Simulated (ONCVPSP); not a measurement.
# Configuration tests for Ge (Z = 32) (ONCV)

ONCVPSP 4.0.1 input, shortened (lines: element, Z, core and valence counts, functional; n l f; lmax; l rc ep ncon nbas qcut; lloc lpopt rc5 dvloc0; l nproj debl; icmod fcfact rcfact), revPBE, scalar-relativistic:

```
  Ge 32.00    5    3  -102130      upf
    1    0    2.00
    2    0    2.00
    2    1    6.00
    3    0    2.00
    3    1    6.00
    3    2   10.00
    4    0    2.00
    4    1    2.00
    2
    0    1.45    0.00    4    7    5.10
    1    1.65    0.00    3    6    5.90
    2    0.60    0.00    3    7   15.10
    4    4    0.45    2.00
    0    1    0.80
    1    1    3.60
    2    2    2.20
    3    5.50    1.45
```

Energies are relative to the spin-unpolarised reference configuration 3d10 4s2 4p2; without spin polarisation the order of configurations can differ from experiment.

(1) Give the all-electron excitation energy and the error of the potential for: 3d10 4s2 4p1; 3d10 4s2 4p0; 3d10 4s1 4p0; 3d9 4s2 4p3.

Levels in the configuration 3d10 4s2 4p1:

```
level  all-electron (eV)  pseudo (eV)
   3d            -38.262      -38.224
   4s            -19.778      -19.776
   4p            -11.176      -11.176
```

Note: ghosts flagged at negative energy: s at -580.5 eV, p at -177.6 eV; GHOST(+) flags only above 600 eV. A true bound ghost makes a file unfit for plane-wave use.

Results:

(1)

```json
{"valence configuration": "3d10 4s2 4p1", "charge": "+1", "ΔE all-electron (eV)": "7.391", "error AE − PS (meV)": "-0.9"}
{"valence configuration": "3d10 4s2 4p0", "charge": "+2", "ΔE all-electron (eV)": "22.743", "error AE − PS (meV)": "-3.5"}
{"valence configuration": "3d10 4s1 4p0", "charge": "+3", "ΔE all-electron (eV)": "57.359", "error AE − PS (meV)": "-16"}
{"valence configuration": "3d9 4s2 4p3", "charge": "0", "ΔE all-electron (eV)": "29.614", "error AE − PS (meV)": "-520"}
```
